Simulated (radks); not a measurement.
Effect of the nuclear size on neutral ytterbium, [Xe] 4f14 6s2. Method: Dirac Kohn-Sham, BLYP, spin-unpolarised, spherical densities, finite nucleus; Fermi nuclear charge, rms radius 5.3108 fm; computed with a radial shooting solver on a logarithmic mesh with Libxc functionals. The rms radius is varied about that value; shifts are against it.

\begin{tabular}{lrrrrrrrrr}
rms radius (fm) & total energy shift (eV) & density at nucleus (e/bohr^3) & 1s1/2 shift (meV) & 2s1/2 shift (meV) & 4p1/2 shift (meV) & 5s1/2 shift (meV) & 5p1/2 shift (meV) & 6s1/2 shift (meV) & 4f7/2 shift (meV) \\ \hline
4.3495 & -13.2 & 1.092e+06 & -5390 & -733 & 0.151 & -5.61 & 0.507 & -0.216 & 0.913 \\
4.801 & -7.23 & 1.06e+06 & -2950 & -401 & 0.082 & -3.07 & 0.278 & -0.118 & 0.500 \\
5.3108 & 0 & 1.027e+06 & 0.000 & 0.000 & 0.000 & 0.000 & 0.000 & 0.000 & 0.000 \\
5.6932 & 5.75 & 1.005e+06 & 2350 & 319 & -0.064 & 2.44 & -0.221 & 0.094 & -0.398 \\
5.8472 & 8.15 & 9.97e+05 & 3330 & 452 & -0.090 & 3.46 & -0.313 & 0.133 & -0.563 \\
\end{tabular}

Slopes of the eigenvalues against <r^2> in GHz/fm^2, as finite differences over the two radii next to the reference (eigenvalue slopes, not the field-shift constants of lines): 1s1/2 137000, 2s1/2 18600, 4p1/2 -3.76, 5s1/2 142, 5p1/2 -12.9, 6s1/2 5.48, 4f7/2 -23.2.
